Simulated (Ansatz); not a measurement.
The first iterations of a band of C₂H₁₀OSi₂ (15 atoms, charge 0, multiplicity 1).

All numbers below come from RKS LDA/def2-SVP (Ansatz).

| Quantity | Value |
| --- | --- |
| movable images | 7 |
| climbing image | yes |
| spring | 5.0 eV/Å² |
| optimiser | quadratic models (default) |
| start path | IDPP |
| force threshold | 0.05 eV/Å |
| iteration limit | 10 |
| end points | relaxed |

First end point:

```xyz
15
Properties=species:S:1:pos:R:3
C -0.989 -0.344 1.175
C 0.240 0.111 0.396
Si 1.448 -1.299 0.114
Si -0.271 0.887 -1.229
O -1.466 2.031 -1.008
H -1.730 0.480 1.280
H -0.736 -0.711 2.194
H -1.513 -1.174 0.649
H 0.806 0.892 0.961
H 2.677 -0.832 -0.624
H 0.784 -2.385 -0.697
H 1.875 -1.895 1.433
H 0.945 1.478 -1.908
H -0.901 -0.161 -2.104
H -1.191 2.872 -0.601
```

Last end point:

```xyz
15
Properties=species:S:1:pos:R:3
C -0.961 -0.337 1.208
C 0.283 0.106 0.446
Si 1.447 -1.330 0.117
Si -0.187 0.974 -1.132
O -1.315 2.117 -0.679
H -1.661 0.514 1.359
H -0.715 -0.764 2.205
H -1.520 -1.121 0.647
H 0.865 0.854 1.038
H 2.666 -0.890 -0.656
H 0.732 -2.395 -0.677
H 1.898 -1.942 1.421
H 1.030 1.603 -1.771
H -0.786 -0.016 -2.110
H -1.797 2.575 -1.388
```

| iteration | highest image above the first end (eV) | largest band force component (eV/Å) |
| --- | --- | --- |
| 1 | 0.068 | 0.435 |
| 2 | 0.038 | 0.230 |

**Question.** Does the band converge within its limit, and where does its top end?

**Answer.** The run converged. It ended after 7 iterations with the highest image 0.015 eV above the first end. Another band between the same ends (7 images) ends at a top of the same energy, where a vibrational analysis finds 1 clearly imaginary mode.

Time of the run: 50 s on 2 threads of Intel(R) Xeon(R) 6975P-C (Granite Rapids), with other jobs on the host, peak memory 0.18 GiB.
